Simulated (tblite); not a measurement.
Species: C4H7Cl2NSi.
Numbering: `[CH3:1][Si@H:2]([C:3]#[N:4])[CH2:5][CH:6]([Cl:7])[Cl:8]` (hydrogens: H9, H10, H11 on C1; H12 on Si2; H13, H14 on C5; H15 on C6)

Computed with GFN2-xTB (tblite), gas phase: L-BFGS steps from a force-field or distance-geometry start until the largest atomic force falls under 0.01 eV/Å.

At the end of the run (lengths in Å): C3≡N4 1.145, Si2–C5 1.917, Si2–C3 1.874, C1–Si2 1.896, C1–H11 1.086, C1–H9 1.087, C5–H13 1.092, C3–Si2–C5 104.3°, C1–Si2–C3 107.9°, C5–C6–Cl8 111.6°, Si2–C3–N4 178.9°, C1–Si2–C5–C6 -49°, Si2–C5–C6–Cl7 -55°, H12–Si2–C5–C6 80°, H13–C5–Si2–C1 72°.

Question: These geometries were met on the way; a selection of coordinates is given. Order them by energy above the end point, lowest first.
A. C3≡N4 1.152, Si2–C5 1.883, Si2–C3 1.852, C1–Si2 1.882, C1–H11 1.087, C1–H9 1.087, C5–H13 1.090, C3–Si2–C5 110.2°, C1–Si2–C3 111.3°, C5–C6–Cl8 107.5°, Si2–C3–N4 178.2°, C1–Si2–C5–C6 -62°, Si2–C5–C6–Cl7 -59°, H12–Si2–C5–C6 57°, H13–C5–Si2–C1 60°
B. C3≡N4 1.137, Si2–C5 1.901, Si2–C3 1.878, C1–Si2 1.884, C1–H11 1.082, C1–H9 1.083, C5–H13 1.092, C3–Si2–C5 108.6°, C1–Si2–C3 110.9°, C5–C6–Cl8 109.9°, Si2–C3–N4 176.3°, C1–Si2–C5–C6 -64°, Si2–C5–C6–Cl7 -58°, H12–Si2–C5–C6 58°, H13–C5–Si2–C1 58°
C. C3≡N4 1.053, Si2–C5 1.876, Si2–C3 1.901, C1–Si2 1.875, C1–H11 1.094, C1–H9 1.093, C5–H13 1.095, C3–Si2–C5 110.4°, C1–Si2–C3 111.5°, C5–C6–Cl8 107.4°, Si2–C3–N4 178.6°, C1–Si2–C5–C6 -62°, Si2–C5–C6–Cl7 -60°, H12–Si2–C5–C6 57°, H13–C5–Si2–C1 60°
D. C3≡N4 1.149, Si2–C5 1.919, Si2–C3 1.872, C1–Si2 1.903, C1–H11 1.087, C1–H9 1.089, C5–H13 1.091, C3–Si2–C5 107.8°, C1–Si2–C3 109.8°, C5–C6–Cl8 111.5°, Si2–C3–N4 175.1°, C1–Si2–C5–C6 -65°, Si2–C5–C6–Cl7 -56°, H12–Si2–C5–C6 59°, H13–C5–Si2–C1 56°
E. C3≡N4 1.179, Si2–C5 1.855, Si2–C3 1.817, C1–Si2 1.849, C1–H11 1.123, C1–H9 1.116, C5–H13 1.113, C3–Si2–C5 111.7°, C1–Si2–C3 112.5°, C5–C6–Cl8 107.4°, Si2–C3–N4 179.6°, C1–Si2–C5–C6 -60°, Si2–C5–C6–Cl7 -61°, H12–Si2–C5–C6 57°, H13–C5–Si2–C1 62°

Answer: D (0.062 eV), B (0.107 eV), A (0.175 eV), E (0.379 eV), C (0.853 eV).

```tsv
step	E above end (eV)	rms distance from the end, all atoms (Å)	largest force (eV/Å)	rms shift of all bonds from the end (Å)
8	0.062	0.307	0.454	0.003
4	0.107	0.314	1.196	0.009
2	0.175	0.319	1.220	0.013
0	0.379	0.322	5.019	0.031
1	0.853	0.320	16.522	0.029
```

Rows stand in the order of the answer.
